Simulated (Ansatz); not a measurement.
A set of 12 reactions (bond dissociation), with CCSD(T)/CBS values in kJ/mol:

| reaction | ΔE |
| --- | --- |
| `FB(F)Br` → `F[B]Br`• + F• | 713.7 |
| `CC(=O)Br` → Br• + `C[C]=O`• | 316.2 |
| `C[SiH](S)C#N` → `[SH]`• + `C[SiH]C#N`• | 393.6 |
| `CF` → `[CH3]`• + F• | 481.3 |
| `[OH][GeH]([F])[GeH3]` → F• + `[OH][GeH][GeH3]`• | 556.0 |
| `N#[C][GeH]([F])[Cl]` → F• + `N#[C][GeH][Cl]`• | 543.3 |
| `FB(F)O[SiH3]` → `[O]B(F)F`• + `[SiH3]`• | 551.4 |
| `C[SiH]` → `[CH3]`• + `[SiH]`• | 323.1 |
| `C[N](C)[In]([OH])[F]` → `[OH][In][F]`• + `C[N]C`• | 262.0 |
| `[OH][SnH2][Br]` → Br• + `[OH][SnH2]`• | 375.1 |
| `O[SiH](F)[NH][GeH3]` → `[NH][GeH3]`• + `O[SiH]F`• | 520.5 |
| `O[SiH2][SiH2]O` → `[OH]`• + `O[SiH2][SiH2]`• | 518.6 |

Computed with Ansatz on PBE0-D4/def2-TZVP structures; ΔE is electronic, products minus reactants. CBS: MP2 limit from def2 TZ/QZ plus the TZ coupled-cluster correction, frozen cores. Small cases extrapolate CCSD(T) itself. DFT in def2-TZVPP. B3LYP here is the variant with VWN-RPA as its local correlation; programs differ in this. Open shells (•) are unrestricted, without spin–orbit coupling. Spin–orbit coupling would lower the free atoms: a little for F; clearly for Br. Elements past krypton have def2 core potentials. For Br, Ge, In, Sn outer-core shells are correlated without core-valence functions, so the limit isn't a true one: a few kJ/mol of doubt a bond, and 10 to 20 or more in all where bonds break to atoms. Scalar relativity is left out up to krypton. One conformer a species, not always the lowest.

(1) Give the mean, mean absolute and largest difference (level minus CCSD(T)/CBS, kJ/mol) for: PBE-D4, PBE0-D4, ωB97X-V, ωB97M-V, r2SCAN, B3LYP, MP2/def2-TZVPP, SCS-MP2/def2-TZVPP, CCSD/def2-TZVPP, CCSD(T)/def2-TZVPP, MP2/def2-QZVPP, HF/CBS(def2), MP2/CBS(def2), CCSD/CBS(def2). (Best estimate.)

The largest T1 diagnostic in the set is 0.034, for `[SiH]`• (customary mark 0.045).

CCSD(T)/CBS is a level of theory with its own doubt, and the functionals carry their triple-zeta basis error, so these figures describe this set and don't rank the functionals.

Results:

(1) Ansatz gave: 
| level | mean | mean absolute | largest |
| --- | --- | --- | --- |
| PBE-D4 | -15.5 | 20.6 | -47.9 |
| PBE0-D4 | -22.8 | 22.8 | -41.9 |
| ωB97X-V | -8.3 | 9.2 | -21.4 |
| ωB97M-V | -8.0 | 9.8 | -25.8 |
| r2SCAN | -28.5 | 28.5 | -60.1 |
| B3LYP | -35.9 | 35.9 | -69.2 |
| MP2/def2-TZVPP | 12.7 | 13.8 | 23.4 |
| SCS-MP2/def2-TZVPP | 1.1 | 5.4 | -18.0 |
| CCSD/def2-TZVPP | -26.5 | 26.5 | -34.3 |
| CCSD(T)/def2-TZVPP | -16.3 | 16.3 | -25.6 |
| MP2/def2-QZVPP | 22.4 | 22.4 | 33.2 |
| HF/CBS(def2) | -144.4 | 144.4 | -186.4 |
| MP2/CBS(def2) | 29.2 | 29.2 | 39.0 |
| CCSD/CBS(def2) | -10.5 | 10.5 | -14.9 |
